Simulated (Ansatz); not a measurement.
H4Al (SMILES [AlH4-]), charge -1, singlet, at a GFN2-xTB geometry (such geometries of metal compounds can be far from the true shape) (a gas-phase anion, which may not be bound at this level); CCSD(T)/aug-cc-pVDZ in Ansatz (a first-principles code).

Input for Ansatz:
Ansatz 0.2 input:
```yaml
crystal:
  periodic: [false, false, false]
  atoms:
    - {symbol: Al, position_ang: [0.00000000, 0.00000000, 0.00000000]}
    - {symbol: H, position_ang: [1.18926445, -0.20785140, 1.09178746]}
    - {symbol: H, position_ang: [-1.18488180, 0.90443151, 0.65391954]}
    - {symbol: H, position_ang: [-0.59986665, -1.45031671, -0.43161723]}
    - {symbol: H, position_ang: [0.59548400, 0.75373660, -1.31408978]}
basis:
  gaussian:
    orbitals: aug-cc-pVDZ
total_charge: -1
magnetization: {spin_polarized: false}
correlation: {method: ccsd_t}
```

It wrote (shortened):

```
Functional definition: HF
605 factors; integrals over basis functions are off by at most 4.1e-4 eV
mean field evaluation 1: about -6645.3835 eV, gradient 9.4e0 eV
mean field evaluation 2: about -6645.3836 eV, gradient 9.4e0 eV
mean field evaluation 4: about -6645.9351 eV, gradient 3.2e-1 eV
mean field evaluation 8: about -6645.9359 eV, gradient 3.2e-5 eV
mean field evaluation 16: about -6645.9359 eV, gradient 9.8e-7 eV
mean field -6645.93586679 eV, -244.2336383276 hartree, gradient 9.8e-7 eV, S^2 0.000000; 0 other end points of the search recorded, 0 dependent functions left out
5 core orbitals not correlated
reference -6645.93586679 eV, -244.2336383276 hartree; 4, 4 occupied and 54, 54 virtual orbitals, 605 factors
second order -3.07388898 eV of doubles, -0.00000000 eV of singles
cycle   1  -3.73030968 eV  change   -6.6e-1 eV  update   6.1e-2
cycle   2  -3.97042807 eV  change   -2.4e-1 eV  update   2.0e-2
cycle   3  -3.97427947 eV  change   -3.9e-3 eV  update   4.7e-3
cycle   4  -3.97313606 eV  change    1.1e-3 eV  update   1.8e-3
cycle   5  -3.97288620 eV  change    2.5e-4 eV  update   5.9e-4
cycle   6  -3.97282729 eV  change    5.9e-5 eV  update   1.6e-4
cycle   7  -3.97283532 eV  change   -8.0e-6 eV  update   4.7e-5
cycle   8  -3.97285015 eV  change   -1.5e-5 eV  update   1.4e-5
cycle   9  -3.97285290 eV  change   -2.8e-6 eV  update   4.4e-6
perturbative correction -0.06355491 eV, -0.0023355998 hartree
Total energy: -6649.97227461 eV, -244.3819735787 hartree
```
